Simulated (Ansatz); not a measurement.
C2H8S2Si can be A, `C[SiH2]CSS`, or B, `[SiH3]CSCS`.

Gas-phase electronic energies from Ansatz, PBE0-D4/def2-TZVP geometries. CBS: MP2 limit from def2 TZ/QZ plus the TZ coupled-cluster correction, frozen cores. DFT in def2-TZVPP. B3LYP here is the variant with VWN-RPA as its local correlation; programs differ in this. One conformer a species, not always the lowest.

(1) Which isomer does CCSD(T)/CBS put lower? Give the gap. (Estimate.)

(2) Give E(B) − E(A) in kcal/mol with B3LYP, CCSD(T)/def2-TZVPP, CCSD/def2-TZVPP, B3LYP-D4, B2PLYP, HF/def2-TZVPP, ωB97M-V. (An estimate is asked.)

Largest T1 diagnostic: 0.011.

## Answers

(1) The calculation gave: A, by 17.8 kcal/mol.

(2) Ansatz gave: B3LYP 18.7, CCSD(T)/def2-TZVPP 16.9, CCSD/def2-TZVPP 17.0, B3LYP-D4 19.1, B2PLYP 18.1, HF/def2-TZVPP 16.9, ωB97M-V 18.6. None reverses the order clearly.
